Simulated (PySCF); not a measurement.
BrCl2H2NSi, SMILES N[Si](Cl)(Cl)Br.

The structure is a stationary point at B3LYP-D3(BJ)/def2-SVP. The structure was generated by enumeration, and PubChem lists no compound with its InChIKey, so it may never have been made. The values are those of a single conformer.

Two levels are set side by side: TDA-PBE/def2-SVPD (PySCF) and TDA-M06-2X/def2-SVPD (PySCF). Vertical, same geometry. The lowest singlet is HOMO→LUMO 98 % with PBE and HOMO→LUMO 80 % with the other functional; states are paired by order. Differences are taken from unrounded values.

| quantity | TDA-M06-2X | TDA-PBE | TDA-PBE minus TDA-M06-2X |
|---|---|---|---|
| lowest singlet excitation (eV) | 6.60 | 5.36 | -1.24 |
| lowest triplet excitation (TDA) (eV) | 6.21 | 5.11 | -1.10 |

Functionals without exact exchange tend to place singlet excitations lower, as here. Differences between two approximate levels are no errors against the true value.

Rough cost on one machine, each run with all the roots and properties that it gave: TDA-M06-2X against TDA-PBE about 10 times.
